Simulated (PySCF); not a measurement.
## Correlation energy of V (vanadium, neutral)

Starting occupation: [Ar] 3d3 4s2, 3d3/2 with m_j = -1/2, +1/2, +3/2. Calculation: PySCF 2.14, in x2c-SVPall-2c; X2C-1e with screened-nucleus spin-orbit coupling, Gaussian nucleus. Frozen: [Ne]; 13 electrons correlated; the 6 highest virtual spinors left out.

MP2 pair energies summed by pair of shells (mhartree):

| pair | energy | share (%) |
| --- | --- | --- |
| 3p-3p | -87.46 | 40.3 |
| 3d-3p | -58.52 | 27.0 |
| 4s-4s | -18.55 | 8.6 |
| 3p-4s | -12.87 | 5.9 |
| 3d-3d | -11.83 | 5.5 |
| 3d-4s | -10.33 | 4.8 |
| 3p-3s | -9.34 | 4.3 |
| 3d-3s | -3.84 | 1.8 |
| 3s-3s | -3.35 | 1.5 |
| 3s-4s | -0.74 | 0.3 |

Total MP2 correlation energy: -216.82 mhartree.

The GHF reference relaxed away from the jj start to a determinant that is no pure jj level (⟨S²⟩ = 3.76, ⟨J²⟩ = 6.70); the energies belong to that determinant.

This basis was not built for core-valence correlation, so the inner-shell part is incomplete.
